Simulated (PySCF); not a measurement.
Compound: AlBrH2.
Atom-mapped SMILES: `[AlH2:1][Br:2]` (hydrogens: H3, H4 on Al1)

Theory: EOM-EE-CCSD/aug-cc-pVDZ in PySCF, restricted Hartree–Fock reference, frozen core, non-relativistic, gas phase, PBE0-D3(BJ)/def2-SVP geometry.

Task: What does EOM-EE-CCSD give for the lowest vertical excitations?

Result: 
```csv
state,E (eV),cm⁻¹,"main singles (HF orbitals, share of the singles part)"
singlet 1,5.44,43880,"HOMO→LUMO 56 %, HOMO→LUMO+4 33 %"
singlet 2,6.59,53150,"HOMO-1→LUMO 62 %, HOMO-1→LUMO+4 33 %"
singlet 3,6.76,54520,"HOMO-3→LUMO 55 %, HOMO-3→LUMO+4 33 %"
singlet 4,6.88,55490,"HOMO-2→LUMO 57 %, HOMO-2→LUMO+4 35 %"
triplet 1,5.24,42260,"HOMO→LUMO 49 %, HOMO→LUMO+4 30 %, HOMO-3→LUMO 9 %"
triplet 2,6.00,48390,"HOMO-1→LUMO 58 %, HOMO-1→LUMO+4 34 %"
```

Task: What is the vertical gap between the lowest excited singlet and the lowest triplet?

Result: 5.44 − 5.24 = 0.20 eV (19 kJ/mol).

The first EOM-IP-CCSD ionisation energy is 10.68 eV, 3.80 eV above the highest singlet listed and 5.24 eV above the lowest.

T1 diagnostic 0.008. EOM-CCSD puts states of mainly double-excitation character too high. An iterative search for so few roots can pass over a low state.
